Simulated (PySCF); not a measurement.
A structure optimised at PBE0-D3(BJ)/def2-SVP, used in a PySCF frequency run:

```xyz
11

O     -0.1124     2.1026     0.0000
B     -0.0030     0.7571     0.0000
C      1.2598    -0.2097     0.0000
C      0.5463    -1.5338     0.0000
C     -0.7751    -1.3236     0.0000
O     -1.1573    -0.0052     0.0000
H      0.7400     2.5452     0.0000
H      1.9114    -0.0711    -0.8821
H      1.9114    -0.0711     0.8821
H      1.0164    -2.5178     0.0000
H     -1.5924    -2.0465     0.0000
```
Charge 0, spin multiplicity 1.

### Question
Write its SMILES, formula and point group.

### Answer
OB1CC=CO1, C3H5BO2, Cs

### Question
What are its rotational constants (standard atomic weights)?

### Answer
7.8553, 3.4747, 2.4457 GHz
